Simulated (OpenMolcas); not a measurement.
Ce2+: the spin-orbit constant, worked from levels

- Program: OpenMolcas 26.06
- Basis: ANO-R2 [8s6p5d2f1g]
- Scalar Hamiltonian: X2C, finite nucleus
- Active space: 2 electrons in 12 orbitals (RAS2 4f; RAS3 5d, at most 1 electron)
- State averaging: 2S+1 = 3 even, 21 roots; 2S+1 = 1 even, 28 roots; 2S+1 = 3 odd, 35 roots; 2S+1 = 1 odd, 35 roots
- Spin-orbit coupling: RASSI with atomic mean-field integrals over the reference wave functions, term energies averaged over their components

Methods: RASSCF; SS-RASPT2, IPEA 0.25 Eh, imaginary shift 0.1 Eh (closed shells correlated: 5s 5p). Measured levels: Martin, Zalubas and Hagan, Atomic Energy Levels: The Rare-Earth Elements, NSRDS-NBS 60 (1978).

**The spin-orbit constant.** For the Hund term ³H of f2, E(J) = (A/2) J(J+1) + constant and ζ = 2S·A = 2A. From J = 4 to J = 6 the energy changes by 11 A.

| Source | E(6) - E(4) | A | ζ |
| --- | --- | --- | --- |
| RASSCF | 3430.8 | 311.9 | 624 |
| SS-RASPT2 | 3454.2 | 314.0 | 628 |
| measured | 3127.1 | 284.3 | 569 |

All in cm-1. SS-RASPT2 is off by +10.5 % and RASSCF by +9.7 %. Both methods take the spin-orbit matrix elements from the reference wave functions, so the second can move ζ only through the term energies and any multistate remixing. Second-order mixing with other terms is absorbed into this ζ.

CASPT2 breaks the degeneracy within a term, and the mean is taken; among the terms shown or strongly mixed into the levels shown the widest spread is 76 cm-1 (4f² ³H, SS-RASPT2). Over all roots computed the reference weight is 0.88 to 0.94 in SS-RASPT2; the roots of lowest weight are the least certain, and an intruder state may touch them. The lowest computed level is not the ground level that NIST lists (3H4). Without dynamic correlation excited terms often stand tens of per cent too high (terms of higher spin than the ground term too low), and those without a measured partner can miss by more than the paired ones (holds for RASSCF). Computed and measured levels are paired by configuration, term and J; levels that our copy of the source lacks, or whose pairing is in doubt (as where it misses far off the trend of its configuration), stay unpaired and out of the deviations. Only configurations of the active space appear.
